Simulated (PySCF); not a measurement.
One of the candidates below gave these computed data.

* Rotational structure: rotational constants A, B, C: 8.390, 1.684, 1.508 GHz [PBE0-D3(BJ)/def2-SVP]
* Triplet: lowest triplet excitation (Tamm–Dancoff): 5.15 eV [TDA PBE0/def2-SVPD]
* UV, first state: lowest singlet excitation: 6.17 eV (201 nm, f = 0.000) [TDDFT PBE0/def2-SVPD]
* Polarisability: 84.6 au [PBE0/def2-SVPD]
* Valence photoelectron: vertical ionisation energy: 9.49 eV [ΔSCF PBE0/def2-SVPD]
* 13C NMR: chemical shifts (computed TMS as zero) by class: 92.7 (1 C), 75.3 (1 C), 27.1 (1 C), 20.1 (2 C) ppm [GIAO PBE0/pcSseg-1]
* Dipole: 0.42 D [PBE0/def2-SVPD]

Electronic properties: PySCF, gas phase, density fitting. Levels stand in brackets. Geometry: PBE0-D3(BJ)/def2-SVP, one conformer, isolated molecule. NMR classes are plain means over equivalent atoms (diastereotopic ones count apart unless rotation or inversion swaps them), as if these changed places fast.

Problem. Which candidate is it?
A. `C#CC1C[SiH2]C1`
B. `C#CCC(=C)[SiH3]`
C. `C[SiH2][SiH2][SiH2][SiH3]`
D. `C[Si@H]([SiH3])[SiH2][SiH3]`

Solution. A. It is `C#CC1C[SiH2]C1`. Numbering: `[CH:1]#[C:2][CH:3]1[CH2:4][SiH2:5][CH2:6]1`. Its formula, C5H8Si, gives 3 degrees of unsaturation: 1 ring and 2 π bonds in the structure found. 5 carbons fall into 4 classes; from least to most shielded: alkyne carbon [C2] (92.7 ppm), terminal alkyne carbon [C1] (75.3 ppm), propargylic carbon [C3] (27.1 ppm), ring sp3 carbon bound to silicon [C4/C6] (20.1 ppm, 2 C). The first electron is taken from the HOMO, whose largest Löwdin shares are 0.35 on the terminal alkyne carbon, 0.32 on the alkyne carbon and 0.08 on the propargylic carbon. The optimised geometry has point group Cs and is an asymmetric top.

The others, at the same levels:
- `C#CCC(=C)[SiH3]` fails: it has 5 carbon classes against 4; its computed 13C shifts are 148.3 (1 C), 139.7 (1 C), 83.9 (1 C), 78.2 (1 C), 31.7 (1 C) ppm and rotational constant A is 3.933 GHz (against 8.390 GHz).
- `C[SiH2][SiH2][SiH2][SiH3]` fails: it has 1 carbon where the 13C data count 5; its computed 13C shifts are -7.8 (1 C) ppm, lowest triplet excitation (Tamm–Dancoff) is 5.55 eV (against 5.15 eV) and static isotropic polarisability is 135.3 au (against 84.6 au).
- `C[Si@H]([SiH3])[SiH2][SiH3]` fails: it has 1 carbon where the 13C data count 5; its computed 13C shifts are -8.5 (1 C) ppm, vertical ionisation energy is 9.08 eV (against 9.49 eV) and static isotropic polarisability is 138.9 au (against 84.6 au).

Each candidate is one conformer, not necessarily the lowest. Dipoles, sizes and rotational constants follow the conformer. The torsions of the flexible species, by atom-mapped SMILES:
- `[CH:1]#[C:2][CH2:3][C:4](=[CH2:5])[SiH3:6]`: C2–C3–C4–C5 -130°
- `[CH3:1][SiH2:2][SiH2:3][SiH2:4][SiH3:5]`: C1–Si2–Si3–Si4 73°, Si2–Si3–Si4–Si5 -58°
- `[CH3:1][Si@H:2]([SiH3:3])[SiH2:4][SiH3:5]`: C1–Si2–Si4–Si5 -59°
